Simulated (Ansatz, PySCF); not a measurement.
ReOCl3, SMILES [O]=[Re]([Cl])([Cl])[Cl] (connectivity only; charge and spin as stated), neutral, multiplicity 3. Atoms are numbered in the order given.

```xyz
5

Re     0.0000     0.0005    -0.2188
O      0.0000     0.0004    -1.9044
Cl     1.7859    -1.0324     0.7265
Cl     0.0000     2.0638     0.7258
Cl    -1.7859    -1.0324     0.7265
```
Charge 0, spin multiplicity 3.

Geometry: r2SCAN-D4/def2-SVP. The multiplicity is an assumed one; other spin states were not compared. The def2 effective core potentials stand for the cores of Re; spin–orbit coupling is left out.

Two levels are set side by side: PBE-D3(BJ)/def2-SVP (Ansatz, an electronic-structure program) and r2SCAN-D4/def2-SVP (Ansatz). Each level has its own optimised geometry; the coordinates shown are those of the second. Frequencies come from the Hessian of PySCF at each geometry. Differences are taken from unrounded values.

```tsv
quantity	r2SCAN-D4	PBE-D3(BJ)	PBE-D3(BJ) minus r2SCAN-D4
mean bond length (Å)	2.123	2.132	0.009
bond Re1–O2 (Å)	1.686	1.694	0.009
bond Re1–Cl3 (Å)	2.269	2.278	0.009
bond Re1–Cl4 (Å)	2.269	2.278	0.009
bond Re1–Cl5 (Å)	2.269	2.278	0.009
highest harmonic wavenumber (cm⁻¹)	1014	986	-28
mean harmonic wavenumber (cm⁻¹)	317	308	-9
zero-point energy (kcal/mol)	4.08	3.96	-0.12
```
